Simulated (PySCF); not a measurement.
SiH2ClBr, SMILES Cl[SiH2]Br. Atoms are numbered in the order given.

```xyz
5

Si     0.8518     0.6226     0.0000
Cl    -0.5082     2.1655     0.0000
Br    -0.1893    -1.3418     0.0000
H      1.6693     0.7168    -1.2371
H      1.6693     0.7168     1.2371
```
Charge 0, spin multiplicity 1.

Geometry: PBE-D3(BJ)/def2-TZVP.

Calculation: CAM-B3LYP/def2-TZVPD (PySCF).

Mulliken values depend strongly on the basis, most of all with diffuse functions as here. ESP charges are fitted to the potential on shells at 1.4 to 2.0 van der Waals radii. Atomic charges (e):

```csv
atom,meta-Löwdin,Mulliken,ESP fit
Si1,0.72,0.59,…
Cl2,-0.28,-0.23,…
Br3,-0.26,-0.21,…
H4,-0.09,-0.07,…
H5,-0.09,-0.07,…
```

Problem. Complete the blanks. (The exact figures need the calculation; the answer reports its results.)

Solution. 
- Si1, ESP fit: 0.03
- Cl2, ESP fit: -0.07
- Br3, ESP fit: -0.07
- H4, ESP fit: 0.05
- H5, ESP fit: 0.05
